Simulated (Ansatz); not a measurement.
Consider the formal exchange of groups at a Ga–Si bond: `N[SiH](N)[Ga]([F])[Cl]` + GeH₄ → `[F][Ga]([Cl])[GeH3]` + `N[SiH2]N`.

Isolated molecules relaxed with PBE0-D4/def2-TZVP in Ansatz; ΔE leaves out vibrations. CCSD(T)/CBS is the MP2 limit (def2-TZVPP, def2-QZVPP) plus CCSD(T) − MP2 in def2-TZVPP, frozen cores. This one scheme is used for every species. DFT in def2-TZVPP. For Ga, Ge outer-core shells are correlated without core-valence functions, which leaves a few kJ/mol of doubt a bond. Scalar relativity is left out up to krypton. One conformer a species, not always the lowest.

```tsv
level	ΔE (kJ/mol)
revPBE-D4	-7.0
ωB97X-V	-17.1
CCSD(T)/def2-SVP	-21.8
MP2/def2-QZVPP	-22.0
```

What does CCSD(T)/CBS give? (Best estimate.)

Ansatz gave: -19.2 kJ/mol. The listed levels differ from it by 12.2, 2.1, -2.6, -2.8 kJ/mol.

Largest T1 diagnostic among the species: 0.013.

From r2SCAN to r2SCAN0 (25 % exact exchange), in def2-TZVPP and without D4, ΔE moves by −3.7 kJ/mol. The D4 term adds +6.3 kJ/mol with B3LYP and +3.7 kJ/mol with PBE0; it sums over pairs of atoms, weighted by their polarisabilities, and B3LYP, whose exchange is more repulsive, gets the larger term. Leaving LDA and LC-ωPBE aside and taking each functional with its dispersion term where it has one, the values, not all of them listed here, spread over 14.1 kJ/mol, from B2PLYP to revPBE-D4. LDA lies +5.4 kJ/mol from PBE without D4.

B3LYP here is the variant with VWN-RPA as its local correlation; programs differ in this.
